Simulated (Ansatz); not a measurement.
Reaction (redistribution): `[OH][Ga]([OH])[SH]` + `C[Si](C)(O)Cl` → `[CH3][Ga]([OH])[OH]` + `C[Si](O)(S)Cl`

Program: Ansatz. Geometries: PBE0-D4/def2-TZVP. ΔE: electronic, gas phase. CCSD(T)/CBS adds triple-zeta CCSD(T) − MP2 to the extrapolated MP2 energy (def2 sets, frozen cores). Functionals use def2-TZVPP. B3LYP here is the variant with VWN-RPA as its local correlation; programs differ in this. For Ga outer-core shells are correlated without core-valence functions, which leaves a few kJ/mol of doubt a bond. Scalar relativity is left out up to krypton. Each species was taken in one conformer, which may not be the lowest.

```tsv
level	ΔE (kJ/mol)
PBE0-D4	30.2
B3LYP-D4	30.0
B2PLYP	31.3
r2SCAN	31.8
CCSD/def2-TZVPP	34.0
HF/def2-QZVPP	43.7
MP2/CBS(def2)	24.1
CCSD/CBS(def2)	28.6
```

(1) What does CCSD(T)/CBS give? (An estimate is asked.)

Largest T1 diagnostic among the species: 0.014.

Results:

(1) Ansatz gave: +27.2 kJ/mol. The listed levels differ from it by 3.0, 2.8, 4.1, 4.6, 6.8, 16.5, -3.1, 1.4 kJ/mol.

In def2-TZVPP, CCSD(T) changes the Hartree–Fock value by −11.5 kJ/mol (the triples alone add −1.5 kJ/mol) and MP2 by −14.6 kJ/mol. From PBE to PBE0 (25 % exact exchange), in def2-TZVPP and without D4, ΔE moves by +3.9 kJ/mol.
